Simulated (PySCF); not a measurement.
C7H5NS.
Numbering: `[cH:1]1[cH:2][cH:3][c:4]2[s:5][cH:6][n:7][c:8]2[cH:9]1` (hydrogens: H10 on C1; H11 on C2; H12 on C3; H13 on C6; H14 on C9)

Method used: PySCF 2.14.0, B3LYP/def2-SV(P) geometry optimisation, gas phase.

(1) What internal coordinates does the optimisation give?

## Answers

(1) 
```
  bond  length (pm)
 C1–C2        141.0
 C2–C3        139.4
 C3–C4        140.1
 C4–S5        175.0
 S5–C6        176.4
 C6–N7        128.9
 N7–C8        138.4
 C8–C9        140.6
 C1–C9        139.1
 C4–C8        142.1
C1–H10        109.4
C2–H11        109.4
C3–H12        109.3
C6–H13        109.5
C9–H14        109.3
```

A selection of angles:
```
   angle  degrees
C2–C1–C9    120.8
C1–C2–C3    121.1
C2–C3–C4    118.1
C3–C4–S5    129.5
C3–C4–C8    121.5
S5–C4–C8    109.1
C4–S5–C6     88.3
S5–C6–N7    116.7
C6–N7–C8    110.8
N7–C8–C9    125.4
C4–C8–N7    115.1
C4–C8–C9    119.4
C1–C9–C8    119.1
```

The 2 C–N bonds span 1.289 Å (C6–N7, aromatic) to 1.384 Å (N7–C8, aromatic), a spread of 0.095 Å. The 6 C–C bonds span 1.391 Å (C1–C9, aromatic) to 1.421 Å (C4–C8, aromatic), a spread of 0.030 Å. N7 (pyridine-type nitrogen) is bent (angle 110.8°). The 9 heavy atoms lie in one plane (0.000 Å rms). The 6-membered ring C1–C2–C3–C4–C8–C9 has internal angles of 118.1° to 121.5°; it is planar, 0.00 Å rms from its mean plane, widest ring torsion 0°. The 5-membered ring C4–S5–C6–N7–C8 has internal angles of 88.3° to 116.7° (sum 540°, against 540° for a flat polygon); it is planar, 0.00 Å rms from its mean plane, widest ring torsion 0°.

Point group: Cs (tolerance 0.08 Å). B3LYP/def2-SV(P) frequencies: not computed here.
